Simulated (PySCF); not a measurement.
Dipole response of Al (aluminium, neutral)

[Ne] 3s1 3p2, high-spin 4P determinant (an excited configuration). All numbers are calculated (PySCF 2.14, the non-relativistic Hamiltonian (point nucleus), in aug-cc-pV(Q+d)Z). Coupled (time-dependent) response in atomic units; α is the mean over directions.

| method | mean α (bohr³) | α xx, yy, zz | C₆ (like pair) | S(−4) |
| --- | --- | --- | --- | --- |
| revPBE | 63.29 | 52.04, 68.91, 68.91 | 570.9 | 2107 |

S(−4) is the Cauchy moment in α(ω) = α(0) + S(−4) ω² + …

α(iu) at revPBE:

| u (hartree) | α(iu) (bohr³) |
| --- | --- |
| 0 | 63.29 |
| 0.0500 | 58.53 |
| 0.100 | 48.37 |
| 0.200 | 29.94 |
| 0.300 | 18.96 |
| 0.500 | 9.058 |
| 0.750 | 4.646 |
| 1.00 | 2.847 |
| 1.50 | 1.441 |
| 2.00 | 0.9077 |
| 3.00 | 0.4896 |
| 5.00 | 0.2304 |

A single London oscillator, α(iu) = α/(1 + u²/ω²), gives C₆ = (3/4) ω α². Matching the computed C₆ needs ω = 4 × 570.9 / (3 × 63.29²) = 0.190 hartree.

The components differ because the open shell of this determinant is not spherical; for a pure term their mean is the scalar polarisability.
